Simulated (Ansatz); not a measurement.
Start from `[OH][Sn]([OH])([OH])[Br]` and change one atom or group to get `[OH][SnH]([OH])[Br]`.

Ansatz, PBE0-D4/def2-TZVP geometries, multiplicity 1. Each molecule was computed in one conformer, which needn't be the lowest.

Elements past krypton have def2 core potentials. Scalar relativity is left out up to krypton.

```
                                        property  `[OH][Sn]([OH])([OH])[Br]`
               HOMO energy (PBE/def2-TZVPP) / eV                       -7.42
size of the dipole moment (B3LYP/def2-TZVPP) / D                        1.27
             LUMO energy (B3LYP/def2-TZVPP) / eV                       -2.46
             HOMO–LUMO gap (PBE/def2-TZVPP) / eV                        4.38
  size of the dipole moment (PBE/def2-TZVPP) / D                        1.23
             HOMO energy (B3LYP/def2-TZVPP) / eV                       -8.60
```

**Question.** Give the same properties after the change, and the shifts. (Best estimate.)

**Answer.** The calculation gave: 
| property | `[OH][SnH]([OH])[Br]` | shift |
| --- | --- | --- |
| HOMO energy (PBE/def2-TZVPP) / eV | -7.27 | 0.15 |
| size of the dipole moment (B3LYP/def2-TZVPP) / D | 0.74 | -0.53 |
| LUMO energy (B3LYP/def2-TZVPP) / eV | -1.85 | 0.61 |
| HOMO–LUMO gap (PBE/def2-TZVPP) / eV | 4.83 | 0.45 |
| size of the dipole moment (PBE/def2-TZVPP) / D | 0.69 | -0.54 |
| HOMO energy (B3LYP/def2-TZVPP) / eV | -8.40 | 0.20 |

With PBE0 the HOMO rises by 0.20 eV and the LUMO rises by 0.61 eV, so the gap widens by about 0.41 eV. PBE moves the HOMO by 0.15 eV and ωB97M-V by 0.23 eV. The zero-point energy changes by -16.6 kJ/mol with -3 modes. Dipoles are sizes alone; their direction can turn.

B3LYP here is the variant with VWN-RPA as its local correlation; programs differ in this.

Spin–orbit coupling is left out; it splits and shifts lone-pair levels of the heavy atoms by tenths of an eV.
